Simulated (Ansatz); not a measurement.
`BBB[SeH]` + `[OH][AlH2]` → `BB[O][AlH2]` + `B[SeH]` at 700 K and 1 bar (cleavage of the B–B bond).

Calculated with Ansatz (gas phase, PBE0-D4/def2-TZVP geometries, no zero-point term in ΔE). CCSD(T)/CBS adds triple-zeta CCSD(T) − MP2 to the extrapolated MP2 energy (def2 sets, frozen cores). This one scheme is used for every species. For Se outer-core shells are correlated without core-valence functions, which leaves a few kJ/mol of doubt a bond. Scalar relativity is left out up to krypton. Each species was taken in one conformer, which may not be the lowest.

| species | CCSD(T)/CBS energy (Eh) | H − E (kJ/mol) | S (J/(mol·K)) |
| --- | --- | --- | --- |
| `BBB[SeH]` | -2478.04994 | 209.7 | 444.4 |
| `[OH][AlH2]` | -319.03157 | 111.2 | 312.7 |
| `BB[O][AlH2]` | -369.81813 | 204.5 | 445.4 |
| `B[SeH]` | -2427.30556 | 113.4 | 312.4 |

H − E and S are ideal-gas, rigid-rotor, harmonic terms from PBE0-D4/def2-TZVP, for one conformer and one mirror image of each species. 1 Eh = 2625.50 kJ/mol, R = 8.31446 J/(mol·K).

By hand: ΔE, ΔH, ΔS and ΔG.

ΔE = (-369.81813) + (-2427.30556) − (-2478.04994) − (-319.03157) = -0.04218 Eh = -110.7 kJ/mol. Δ(H − E) = 204.5 + 113.4 − 209.7 − 111.2 = -3.0, so ΔH = -113.7 kJ/mol. ΔS = 445.4 + 312.4 − 444.4 − 312.7 = 0.7 J/(mol·K). ΔG = -113.7 − 700 × (0.7)/1000 = -114.2 kJ/mol.

By hand: the equilibrium constant, and the temperature at which ΔG would vanish if ΔH and ΔS stayed fixed.

log₁₀ K = −ΔG/(RT ln 10) = 8.5. ΔH and −TΔS have one sign here, so there is no such temperature.

The number of gas molecules stays the same, so ΔS is small and ΔH decides. A doubt of 5 kJ/mol in ΔE shifts log₁₀ K by 0.4 here. Other conformers and mirror images would add mixing entropy, several J/(mol·K) or more a flexible species. These are equilibria of isolated gas molecules and say nothing of rates. Largest T1 diagnostic: 0.014 (customary marks: 0.02 for closed shells, 0.045 for open ones).

ΔS is within the doubt of such terms, so its sign, and with it that verdict, could turn.
